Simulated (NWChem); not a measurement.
Program: NWChem. System: CF$_{2}$, charge 1, spin multiplicity 2, displaced from the optimised geometry. The structure started from a generated list of species. Its SCF solution wasn't tested for a lower state. Level: UB3LYP/def2-SVP, VWN1-RPA local correlation.

NWChem printed:

```
             Northwest Computational Chemistry Package (NWChem) 7.3.0
             --------------------------------------------------------

                                NWChem Input Module
                                -------------------

 Scaling coordinates for geometry "geometry" by  1.889725989
 (inverse scale =  0.529177249)

 Turning off AUTOSYM since
 SYMMETRY directive was detected!

                             Geometry "geometry" -> ""
                             -------------------------

 Output coordinates in angstroms (scale by  1.889725989 to convert to a.u.)

  No.       Tag          Charge          X              Y              Z
 ---- ---------------- ---------- -------------- -------------- --------------
    1 F                    9.0000     1.10048600     0.00000000    -0.14427800
    2 C                    6.0000     0.00000000     0.00000000     0.43283500
    3 F                    9.0000    -1.10048600     0.00000000    -0.14427800

 Effective nuclear repulsion energy (a.u.)      65.4668304512

            Nuclear Dipole moment (a.u.)
            ----------------------------
        X                 Y               Z
 ---------------- ---------------- ----------------
     0.0000000000     0.0000000000     0.0000113384

      Symmetry information
      --------------------

 Group name             C2v
 Group number             16
 Group order               4
 No. of unique centers     2

      Symmetry unique atoms

     1    2


 Summary of "ao basis" -> "" (spherical)
 ------------------------------------------------------------------------------
       Tag                 Description            Shells   Functions and Types
 ---------------- ------------------------------  ------  ---------------------
 *                          def2-svp                  on all atoms

                                 NWChem DFT Module
                                 -----------------

 Summary of "ao basis" -> "ao basis" (spherical)
 ------------------------------------------------------------------------------
       Tag                 Description            Shells   Functions and Types
 ---------------- ------------------------------  ------  ---------------------
 F                          def2-svp                 6       14   3s2p1d
 C                          def2-svp                 6       14   3s2p1d

 Summary of "ao basis" -> "ao basis" (spherical)
 ------------------------------------------------------------------------------
[...]
     0   0 0 0      1.000000    -12.000000    -11.000000     24.000000

     1   1 0 0     -0.000000     -0.000000     -0.000000      0.000000
     1   0 1 0     -0.000000     -0.000000     -0.000000      0.000000
     1   0 0 1      0.432522     -0.431026      0.863537      0.000011

     2   2 0 0     -8.167957    -43.674791    -42.339690     77.846523
     2   1 1 0      0.000000      0.000000      0.000000      0.000000
     2   1 0 1     -0.000000     -0.000000     -0.000000      0.000000
     2   0 2 0     -8.917391     -4.798911     -4.118480      0.000000
     2   0 1 1     -0.000000      0.000000     -0.000000      0.000000
     2   0 0 2     -9.042575     -8.664978     -5.729792      5.352195

            General Information
            -------------------
          SCF calculation type: DFT
          Wavefunction type:  spin polarized.
          No. of atoms     :     3
          No. of electrons :    23
           Alpha electrons :    12
            Beta electrons :    11
          Charge           :     1
          Spin multiplicity:     2
          Use of symmetry is: on ; symmetry adaption is: on
          Maximum number of iterations: 100
          AO basis - number of functions:    42
                     number of shells:    18
          Convergence on energy requested:  1.00D-06
          Convergence on density requested:  1.00D-05
          Convergence on gradient requested:  5.00D-04

              XC Information
              --------------
                         B3LYP Method XC Potential
                     Hartree-Fock (Exact) Exchange  0.200
                        Slater Exchange Functional  0.800 local
                    Becke 1988 Exchange Functional  0.720 non-local
              Lee-Yang-Parr Correlation Functional  0.810
                  VWN I RPA Correlation Functional  0.190 local

             Grid Information
             ----------------
          Grid used for XC integration:  medium
          Radial quadrature: Mura-Knowles
          Angular quadrature: Lebedev.
          Tag              B.-S. Rad. Rad. Pts. Rad. Cut. Ang. Pts.
          ---              ---------- --------- --------- ---------
          F                   0.50       49           6.0       434
          C                   0.70       49           5.0       434
          Grid pruning is: on
          Number of quadrature shells:    98
          Spatial weights used:  Erf1

          Convergence Information
          -----------------------
          Convergence aids based upon iterative change in
          total energy or number of iterations.
          Levelshifting, if invoked, occurs when the
          HOMO/LUMO gap drops below (HL_TOL):  1.00D-02
          DIIS, if invoked, will attempt to extrapolate
          using up to (NFOCK): 10 stored Fock matrices.

                    Damping(70%)  Levelshifting(0.5)       DIIS
                  --------------- ------------------- ---------------
          dE  on:    start            ASAP                start
          dE off:   30 iters        100 iters           100 iters

      Screening Tolerance Information
      -------------------------------
          Density screening/tol_rho:  1.00D-10
          AO Gaussian exp screening on grid/accAOfunc:  14
          CD Gaussian exp screening on grid/accCDfunc:  20
          XC Gaussian exp screening on grid/accXCfunc:  20
          Schwarz screening/accCoul:  1.00D-08

                            NWChem DFT Gradient Module
                            --------------------------

  charge          =   1.00
  wavefunction    = open shell

  Using symmetry

                         DFT ENERGY GRADIENTS

    atom               coordinates                        gradient
                 x          y          z           x          y          z
   1 F       2.079617   0.000000  -0.272646    0.030554   0.000000  -0.014200
   2 C       0.000000   0.000000   0.817940    0.000000   0.000000   0.028400
   3 F      -2.079617   0.000000  -0.272646   -0.030554   0.000000  -0.014200

                 ----------------------------------------
                 |  Time  |  1-e(secs)   |  2-e(secs)   |
                 ----------------------------------------
                 |  CPU   |       0.00   |       0.16   |
                 ----------------------------------------
                 |  WALL  |       0.00   |       0.16   |
                 ----------------------------------------

 Task  times  cpu:        1.5s     wall:        1.5s

 Total times  cpu:        1.5s     wall:        1.5s
```

Problem. Write an NWChem input that would produce this output.

Solution. This is not unique; one that fits is 
```
start mol
memory heap 200 mb stack 900 mb global 1100 mb
charge 1
geometry units angstroms nocenter noautoz
  F      1.100486     0.000000    -0.144278
  C      0.000000     0.000000     0.432835
  F     -1.100486     0.000000    -0.144278
  symmetry group C2v
end
basis spherical
  * library def2-svp
end
dft
  xc b3lyp
  odft
  mult 2
  semidirect memsize 60000000 filesize 0
  iterations 100
  convergence damp 70 ncydp 30
end
task dft gradient
```
